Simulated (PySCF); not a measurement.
Species: C₇H₅N.
SMILES with atom numbers: `[CH3:1][C:2]#[C:3][C:4]#[C:5][CH2:6][C:7]#[N:8]` (hydrogens: H9, H10, H11 on C1; H12, H13 on C6)

Geometry (PBE0-D3(BJ)/def2-SVP, Å), atoms numbered from 1 in this order:
```
atom  x, y, z in Å
C1    -3.7177    0.2521    0.6511
C2    -2.3354    0.0079    0.2939
C3    -1.1712   -0.1946   -0.0028
C4     0.1400   -0.4183   -0.3325
C5     1.3035   -0.6194   -0.6267
C6     2.6984   -0.8560   -0.9748
C7     3.6333   -0.0342   -0.2025
N8     4.3780    0.6099    0.4032
H9    -4.3000    0.5813   -0.2238
H10   -4.1897   -0.6593    1.0505
H11   -3.7908    1.0364    1.4209
H12    2.9595   -1.9170   -0.8156
H13    2.8665   -0.6548   -2.0474
```

Level: CAM-B3LYP/def2-SVPD in PySCF, non-relativistic, on one gas-phase PBE0-D3(BJ)/def2-SVP geometry that isn't relaxed in the solvent. The solvent is an IEF-PCM continuum (Bondi radii, 1.10 Å for H, scaled by 1.2). Only the electrostatic response of the medium enters.

Gas phase at CAM-B3LYP/def2-SVPD: HOMO -8.53 eV, LUMO 0.24 eV, dipole 4.47 D.

Q: What does the continuum do to the energy, the frontier levels and the dipole at CAM-B3LYP/def2-SVPD in chloroform and acetone?

A: 
| solvent | ε | E(solvent) − E(gas) (kcal/mol) | polarisation term (kcal/mol) | distortion of the solute (kcal/mol) | HOMO (eV) | LUMO (eV) | dipole (D) |
| --- | --- | --- | --- | --- | --- | --- | --- |
| chloroform | 4.711 | -6.36 | -7.41 | 1.05 | -8.46 | 0.31 | 5.25 |
| acetone | 20.49 | -8.49 | -10.39 | 1.90 | -8.46 | 0.31 | 5.49 |

The polarisation term is half the interaction of the solute with the surface charges that it induces; the rest is the cost of distorting the solute's density. The sum is the electrostatic part of solvation alone. From chloroform to acetone the lowering changes by a factor 1.34, Onsager's factor (ε − 1)/(2ε + 1) by 1.30 and ε itself by 4.3.

Q: Which radius a makes the point-dipole formula ΔE = −[(ε − 1)/(2ε + 1)]·μ²/a³ give the value in acetone, with the gas-phase dipole?

A: μ = 1.758 au and |ΔE| = 0.01353 Eh give a = 2.50 Å; the farthest nucleus lies 4.60 Å from the centroid of the nuclei, so such a sphere wouldn't even hold the nuclei. The formula assumes a rigid point dipole at the centre of a sphere.

Q: Give the dipole vector in the frame of the coordinates (D, pointing from negative to positive charge), gas and acetone.

A: Gas (-3.67, -1.92, -1.69), solvent (-4.32, -2.53, -2.27). Its length changes by +23 % and its direction by 3°.

Q: How does the static polarisability (CAM-B3LYP/def2-SVPD, frozen core, with the continuum's full static response) change?

A: 
```json
{"medium": "gas", "isotropic (au)": "94.9", "principal values (au)": "55.7, 67.2, 161.8", "⟨r²⟩ of the electrons (bohr²)": "1819.7"}
{"medium": "chloroform", "isotropic (au)": "115.1", "principal values (au)": "67.7, 82.2, 195.3", "⟨r²⟩ of the electrons (bohr²)": "1818.8"}
{"medium": "acetone", "isotropic (au)": "122.5", "principal values (au)": "73.3, 88.7, 205.5", "⟨r²⟩ of the electrons (bohr²)": "1818.5"}
```

The isotropic value in acetone is 1.29 times the gas-phase one; no cavity-field correction is applied. ⟨r²⟩ is taken about the centre of nuclear charge.
